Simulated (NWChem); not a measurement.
System: TiH4; SMILES [TiH4]

Input file for NWChem:

```
start job
memory heap 200 mb stack 900 mb global 1100 mb
geometry units angstroms noautoz
  Ti    -0.000010    -0.000000    -0.000013
  H     -0.074848    -1.355727     0.997582
  H      0.123295     1.387916     0.947181
  H     -1.395811     0.084066    -0.939919
  H      1.347376    -0.116251    -1.004877
end
basis spherical
  * library def2-svp
end
dft
  xc b3lyp
  iterations 150
  mulliken
end
task dft energy
```

Coordinates come from a PBE0/def2-SVP optimisation. B3LYP is NWChem's, with the RPA form of VWN correlation.

### Question
What results follow from this input? (B3LYP/def2-SVP.) Quantities: energy (Ha); highest occupied level (eV); orbital gap (eV).

### Answer
The energy (Ha) is -851.65 and the highest occupied level (eV) comes out as -8.67. The orbital gap (eV) comes out as 5.52.
